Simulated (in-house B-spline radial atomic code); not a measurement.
A fraction x of an electron is removed from 5p in Te2+, starting from [Kr] 4d10 5s2 5p2 and keeping the highest spin. Method: scalar-relativistic (X2C) OLYP, spin-polarised, spherical fractional occupations, Fermi nucleus of rms radius 4.7423 fm. Calculated with an all-electron radial atomic-structure program (B-spline basis).

```csv
x,E(x) - E(0) (eV),5p up level (eV)
0,0.0000,-22.961
0.12,2.8190,-24.023
0.23,5.5153,-25.002
0.25,6.0172,-25.181
0.47,11.7735,-27.152
0.5,12.5921,-27.422
0.58,14.8147,-28.143
0.73,19.1379,-29.499
0.78,20.6241,-29.952
0.97,26.4787,-31.676
1,27.4331,-31.949
```

The exact functional would give a straight line between the two integer points. Deviations E(x) - E(0) - x[E(1) - E(0)], in eV: -0.473 at x = 0.12, -0.794 at x = 0.23, -0.841 at x = 0.25, -1.12 at x = 0.47, -1.124 at x = 0.5, -1.096 at x = 0.58, -0.888 at x = 0.73, -0.774 at x = 0.78, -0.131 at x = 0.97.

The curve lies below the straight line by up to 1.124 eV (at x = 0.5): convex, the delocalisation error that favours fractional charges.

**Question.** How well does Slater's transition state (minus the level at half occupation) give the ionisation energy?

**Answer.** It gives 27.422 eV against 27.433 eV from the two total energies; NIST lists 27.84 eV, ground level to ground level.
